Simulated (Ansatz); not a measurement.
A nudged elastic band was laid between two geometries of FGeHS (4 atoms, charge 0, multiplicity 1).

These are results of RKS PBE0-D4/def2-TZVP in Ansatz, not measurements.

| Item | Value |
| --- | --- |
| movable images | 9 |
| climbing image | yes |
| spring | 5.0 eV/Å² |
| optimiser | quadratic models (default) |
| start path | through a guess of the saddle point |
| force threshold | 0.05 eV/Å |
| iteration limit | 60 |
| end points | relaxed |

First end point:

```xyz
4
Properties=species:S:1:pos:R:3
F -1.911 0.471 0.573
Ge -0.305 -0.063 1.042
S 0.532 -0.027 -1.030
H 1.739 -0.441 -0.605
```

Last end point:

```xyz
4
Properties=species:S:1:pos:R:3
F -1.542 0.418 0.140
Ge -0.304 -0.093 1.286
S 1.343 -0.375 -0.208
H 0.558 -0.010 -1.237
```

Task: Which bonds break or form, and what moves?

Result: No bond is made or broken. The dihedral F1–Ge2–S3–H4 goes from -180 to 0°.

Task: What energy profile does the band end with?

Result: The run converged. The highest image is number 5 of 0 to 10, 0.43 eV above the first end and 0.42 eV above the last; the last end lies 0.02 eV above the first. A vibrational analysis at the climbing image gives one clearly imaginary mode, 386i cm⁻¹: a first-order saddle point.

```json
{"image": "0", "path coordinate (Å)": "0.00", "energy (eV)": "0.00", "dihedral F1–Ge2–S3–H4 (°)": "-180"}
{"image": "1", "path coordinate (Å)": "0.24", "energy (eV)": "0.04", "dihedral F1–Ge2–S3–H4 (°)": "-162"}
{"image": "2", "path coordinate (Å)": "0.48", "energy (eV)": "0.15", "dihedral F1–Ge2–S3–H4 (°)": "-144"}
{"image": "3", "path coordinate (Å)": "0.72", "energy (eV)": "0.28", "dihedral F1–Ge2–S3–H4 (°)": "-126"}
{"image": "4", "path coordinate (Å)": "0.96", "energy (eV)": "0.39", "dihedral F1–Ge2–S3–H4 (°)": "-108"}
{"image": "5", "path coordinate (Å)": "1.20", "energy (eV)": "0.43", "dihedral F1–Ge2–S3–H4 (°)": "-90"}
{"image": "6", "path coordinate (Å)": "1.44", "energy (eV)": "0.39", "dihedral F1–Ge2–S3–H4 (°)": "-72"}
{"image": "7", "path coordinate (Å)": "1.67", "energy (eV)": "0.28", "dihedral F1–Ge2–S3–H4 (°)": "-54"}
{"image": "8", "path coordinate (Å)": "1.91", "energy (eV)": "0.15", "dihedral F1–Ge2–S3–H4 (°)": "-35"}
{"image": "9", "path coordinate (Å)": "2.14", "energy (eV)": "0.05", "dihedral F1–Ge2–S3–H4 (°)": "-16"}
{"image": "10", "path coordinate (Å)": "2.38", "energy (eV)": "0.02", "dihedral F1–Ge2–S3–H4 (°)": "0"}
```

Task: What is the geometry of the highest image?

Result: 
```xyz
4
Properties=species:S:1:pos:R:3
F -1.818 -0.070 0.509
Ge -0.242 0.476 1.055
S 0.886 0.404 -0.929
H 1.229 -0.870 -0.655
```

Task: What are the harmonic wavenumbers there?

Result: 386i, 201, 364, 552, 662, 2680 cm⁻¹.

Time of the run: 2.5 min on 2 threads of Intel(R) Xeon(R) Platinum 8375C CPU @ 2.90GHz (Ice Lake), on a shared host, peak memory 0.3 GiB.
